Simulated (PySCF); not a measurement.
# Simulated characterisation data

- coordinates at the GFN2-xTB level
- GIAO PBE0/pcSseg-1 shieldings
- program: PySCF
- a single conformation, fast rotation and ring inversion assumed for equivalent nuclei, no solvent, relativity neglected

Chemical shifts δ = σref − σ; ¹H (σ = 31.72 ppm) and ¹³C (σ = 186.93 ppm) vs TMS, all at this level. Splittings of carbon signals by F and P are missing where no couplings were computed. Where no couplings were computed, multiplicities follow the n + 1 count of equivalent neighbours, and m marks all less simple cases (inequivalent or close neighbours, rings, F or P nearby). Shifts are as computed. Against solution values, carbons near 30 ppm lie about +3 ppm off and those near 130 ppm about +5 ppm. Of 1211 compounds with measured shifts, 218 miss one by over three times the rms of a fit or turn the order of signals round; such compounds aren't used in these exercises.

Compound 1 (C₆H₇FO). ¹H NMR (400 MHz, computed): δ 7.62 (m, 1H), 7.04 (m, 1H), 6.10 (m, 1H), 6.09 (m, 1H), 2.16 (s, 3H). ¹³C{¹H} NMR (computed): δ 166.9, 154.2, 140.8, 137.8, 129.3, 13.6. Structure: SMILES C=C/C=C(\C)C(=O)F.

Compound 2 (C₆H₆F₂O₂). ¹H NMR (400 MHz, computed): δ 7.07 (s, 1H), 6.18 (m, 1H), 4.31 (s, 3H), 3.15 (s, 1H). ¹³C{¹H} NMR (computed): δ 155.3, 126.4, 124.9, 95.7, 81.6, 59.5. Structure: SMILES CO/C=C(\C#C)OC(F)F.
